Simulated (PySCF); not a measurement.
**Two-dimensional NMR puzzle**

Compound of formula C$_{4}$H$_{4}$BF$_{3}$O$_{3}$. Correlations simulated from computed shifts and couplings:

HSQC (one-bond C–H):
| δH | δC | $^{1}J$(C,H) (Hz) |
| --- | --- | --- |
| 7.58 | 186.3 | 193 |
| 4.78 | 85.4 | 190 |

COSY cross peaks (|J| ≥ 2 Hz):
| δH | δH | abs. J (Hz) | bonds |
| --- | --- | --- | --- |
| 7.58 | 4.78 | 4.8 | 3 |

HMBC (two and three bonds, |J| ≥ 2.5 Hz):
| δH | δC [abs. J in Hz] |
| --- | --- |
| 7.58 | 174.0 [9.6], 85.4 [14.5] |
| 4.78 | 186.3 [6.2] |

Carbons without hydrogens: δ 174.0, 125.4.

Theory: shielding tensors at PBE0/pcSseg-1 (GIAO), couplings computed with B3LYP/pcJ-1 (spin–dipole term only in couplings to heteroatoms), geometry from PBE0-D3(BJ)/def2-SVP, in PySCF 2.14 (no relativistic terms, no solvent model, rapidly exchanging positions averaged, single conformer).

Referencing at the same level of theory: $^{1}$H (σref 31.27) and $^{13}$C (σref 184.41) against TMS.

Exchangeable hydrogens are left out of these lists, and C,H couplings along chains are those of one rotamer, so weak HMBC peaks may be missing or extra.

Problem. Work out the connectivity.

Solution. `FC(F)(F)OC1=[O+][BH2-]OC=C1`.

Atoms are numbered as in `[F:1][C:2]([F:3])([F:4])[O:5][C:6]1=[O+:7][BH2-:8][O:9][CH:10]=[CH:11]1`. Hydrogens are named by the atom that carries them.

1. δC 186.3 is C10, an alkene carbon bearing oxygen (δH 7.58).
2. δC 174.0 is C6, an ester carbonyl carbon.
3. δC 125.4 is C2, a CF3 carbon.
4. δC 85.4 is C11, a β carbon of an enol-ether or enamine type C=C (δH 4.78).
5. HMBC from δH 7.58 reaches the proton-free carbon C6.
6. COSY links 7.58–4.78.

This is the structure that produced the data.

Hydrogens on boron are broadened and split by $^{11}$B (spin 3/2, 80 %) and 10B (spin 3). Common functionals overestimate the size of one-bond C–F couplings by tens of Hz; these are unscaled. Unscaled 3J(H,H) at this level run about 10 % above measured values. Shifts are as computed. Against solution values, carbons near 30 ppm lie about +2 ppm off and those near 130 ppm about +5 ppm. Of 1313 compounds with measured shifts, 239 miss one by over three times the rms of a fit or turn the order of signals round; such compounds aren't used in these exercises.
